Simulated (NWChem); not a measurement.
System: AlCl2F; SMILES [F][Al]([Cl])[Cl]

Input file for NWChem:

```
start job
memory heap 200 mb stack 900 mb global 1100 mb
geometry units angstroms noautosym nocenter noautoz
  Al     0.000000     0.000000     0.335182
  F      0.000000     0.000000     1.985458
  Cl    -1.810871     0.000000    -0.672848
  Cl     1.810871     0.000000    -0.672848
end
basis spherical
  Al library def2-svp
  F library def2-svp
  Cl library def2-svp
end
dft
  xc b3lyp
  iterations 150
  mulliken
end
task dft energy
esp
  recalculate
  probe 0.07
  range 0.3
  factor 1.0
  spacing 0.02
end
task esp
```

Excerpt of the output:

```
             Northwest Computational Chemistry Package (NWChem) 7.3.0
             --------------------------------------------------------

                             Geometry "geometry" -> ""
                             -------------------------

 Output coordinates in angstroms (scale by  1.889725989 to convert to a.u.)

  No.       Tag          Charge          X              Y              Z
 ---- ---------------- ---------- -------------- -------------- --------------
    1 Al                  13.0000     0.00000000     0.00000000     0.33518200
    2 F                    9.0000     0.00000000     0.00000000     1.98545800
    3 Cl                  17.0000    -1.81087100     0.00000000    -0.67284800
    4 Cl                  17.0000     1.81087100     0.00000000    -0.67284800

 Effective nuclear repulsion energy (a.u.)     242.9419131070

                                 NWChem DFT Module
                                 -----------------

 Summary of "ao basis" -> "ao basis" (spherical)
 ------------------------------------------------------------------------------
       Tag                 Description            Shells   Functions and Types
 ---------------- ------------------------------  ------  ---------------------
 Al                         def2-svp                 8       18   4s3p1d
 F                          def2-svp                 6       14   3s2p1d
 Cl                         def2-svp                 8       18   4s3p1d

            General Information
            -------------------
          SCF calculation type: DFT
          Wavefunction type:  closed shell.
          No. of atoms     :     4
          No. of electrons :    56
           Alpha electrons :    28
            Beta electrons :    28
          Charge           :     0
          Spin multiplicity:     1
          Use of symmetry is: off; symmetry adaption is: off
          Maximum number of iterations: 150
          AO basis - number of functions:    68
                     number of shells:    30
          Convergence on energy requested:  1.00D-06
          Convergence on density requested:  1.00D-05
          Convergence on gradient requested:  5.00D-04

              XC Information
              --------------
                         B3LYP Method XC Potential
                     Hartree-Fock (Exact) Exchange  0.200
                        Slater Exchange Functional  0.800 local
                    Becke 1988 Exchange Functional  0.720 non-local
              Lee-Yang-Parr Correlation Functional  0.810
                  VWN I RPA Correlation Functional  0.190 local

             Grid Information
             ----------------
          Grid used for XC integration:  medium
          Radial quadrature: Mura-Knowles
          Angular quadrature: Lebedev.
          Tag              B.-S. Rad. Rad. Pts. Rad. Cut. Ang. Pts.
          ---              ---------- --------- --------- ---------
          Al                  1.25       88           7.0       590
          F                   0.50       49           8.0       434
          Cl                  1.00       88          10.0       590
          Grid pruning is: on
          Number of quadrature shells:   313
          Spatial weights used:  Erf1

      Superposition of Atomic Density Guess
      -------------------------------------

 Sum of atomic energies:       -1259.73096698

      Non-variational initial energy
      ------------------------------

 Total energy =   -1260.207489
 1-e energy   =   -2229.752701
 2-e energy   =     726.603299
 HOMO         =      -0.447647
 LUMO         =      -0.029032

     ---------------------------------------------
      Total Density - Mulliken Population Analysis
     ---------------------------------------------

    Atom       Charge   Shell Charges
 -----------   ------   -------------------------------------------------------
    1 Al  13    11.47   2.00  1.99  0.60  0.04  5.93  0.47  0.24  0.21
    2 F    9     9.67   1.99  1.15  0.79  3.56  2.18  0.00
    3 Cl  17    17.43   2.00  1.99  1.22  0.71  5.94  2.17  3.38  0.01
    4 Cl  17    17.43   2.00  1.99  1.22  0.71  5.94  2.17  3.38  0.01

[...]

                     NWChem Electrostatic Potential Fit Module
                     -----------------------------------------

 Atom parameters

 Number of atoms is                                    4
 Number of basis functions is                         68

 Grid parameters

 Maximum number of grid points is                  25498
 Number of grid points is                          25497
 Grid range                                     0.300000 nm
 Grid spacing                                   0.020000 nm
 Probe radius                                   0.070000 nm
 Atom radius factor                             1.000000

 Atomic radii

    9    0.128000
   13    0.195000
   17    0.169000
 FASTESP  F
  using M.O. file = ./job.movecs

    Atom              Coordinates                           Charge

                                                  ESP

    1 Al    0.000000    0.000000    0.033518    0.899060
    2 F     0.000000    0.000000    0.198546   -0.375668
    3 Cl   -0.181087    0.000000   -0.067285   -0.261916
    4 Cl    0.181087    0.000000   -0.067285   -0.261476
                                            ------------
                                                0.000000

 Dipole moment                                  0.174545

 Quadrupole moment Qxx                         -6.739405
                   Qyy                         11.648010
                   Qzz                         -4.908604

 RMS deviation kJ/mol                           0.098192

 RRMS %                                        34.823371
```

Level: B3LYP/def2-SVP. The geometry was optimised at PBE0/def2-SVP.
